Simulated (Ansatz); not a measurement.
The first iterations of a band of CH$_{2}$OSe (5 atoms, charge 0, multiplicity 1).

Theory: UKS PBE/def2-SVP in Ansatz 0.2.0.

```yaml
movable_images: 5
climbing_image: yes
spring: 5.0 eV/Å²
optimiser: quadratic models (default)
start_path: through a guess of the saddle point
force_threshold: 0.5 eV/Å
iteration_limit: 60
end_points: relaxed
```

Initial state:

```xyz
5
Properties=species:S:1:pos:R:3
O -0.448 -1.650 0.607
C -0.349 -0.545 0.142
Se 1.333 0.456 0.093
H -1.200 0.035 -0.312
H 0.713 1.632 -0.571
```

Final state:

```xyz
5
Properties=species:S:1:pos:R:3
O -0.641 -1.131 0.333
C -0.429 0.088 -0.156
Se 1.438 0.474 0.109
H -1.593 -1.313 0.191
H 1.275 1.808 -0.518
```

| iteration | highest image above the first end (eV) | largest band force component (eV/Å) |
| --- | --- | --- |
| 1 | 4.002 | 9.225 |
| 2 | 3.675 | 3.423 |
| 3 | 3.454 | 4.531 |

Does the band converge within its limit, and where does its top end?

The forces met the threshold. It ended after 11 iterations with the highest image 2.696 eV above the first end. The threshold of 0.5 eV/Å is loose, so the images may lie well off the minimum-energy path. The profile has 3 maxima (images 1, 3, 5) with wells between them (images 2, 4): this band takes more than one step, which may be the mechanism or a detour left from its start path. Neighbouring images differ by up to 2.1 eV, so the band resolves the path poorly. The order of the stationary point at the top wasn't checked. The orbitals were unrestricted but ended closed-shell.

The run took 81 s on 2 threads of Intel(R) Xeon(R) Platinum 8259CL CPU @ 2.50GHz (Skylake/Cascade Lake), with other jobs on the host, peak memory 0.16 GiB.
